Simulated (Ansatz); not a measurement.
Program: Ansatz 0.2.0.

A structure relaxed at PBE0-D4/def2-TZVP, charge 0, multiplicity 1:

```tsv
atom	x (Å)	y (Å)	z (Å)
C1	0.830	-1.483	0.113
Al2	0.619	0.434	0.337
C3	-1.114	1.273	-0.271
F4	-1.300	0.996	-1.612
F5	-2.159	0.673	0.403
H6	1.702	-1.710	-0.509
H7	-0.045	-1.945	-0.349
H8	1.002	-1.971	1.078
H9	1.726	1.380	0.971
H10	-1.261	2.354	-0.161
```

Give its formula and SMILES.

C2H5AlF2, `[CH3][AlH][CH](F)F`.

Point group (tolerance 0.08 Å, 0.16 Å for H)?

Cs.

Summarise the bond lengths by kind.

2 × Al–C 1.941 to 2.019 Å; 4 × C–H 1.092 to 1.097 Å; 1 × Al–H 1.588 Å; 2 × C–F 1.381 to 1.382 Å.
